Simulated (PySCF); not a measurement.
Stepwise substitution at one centre (In F-H). Isolated molecules, 0 K electronic values unless said otherwise. Strings in code marks are SMILES.

The four lowest singlet excitations (Tamm–Dancoff). These are TPSSh-D3(BJ)/def2-TZVP // CAM-B3LYP-D3(BJ)/def2-TZVP run with PySCF values and carry that method's errors. Excitations are Tamm–Dancoff values on a coarser integration grid. The basis has no diffuse functions, so Rydberg states are missing or too high.

```csv
state,energy (eV),wavelength (nm),oscillator strength
S1,6.49,191,0.017
S2,6.49,191,0.074
S3,6.52,190,0.015
S4,6.53,190,0.000
```

Question: Say which member gives these states.
A. `[F][InH2]`
B. `[F][InH][F]`
C. `[F][In]([F])[F]`

Answer: B, `[F][InH][F]`
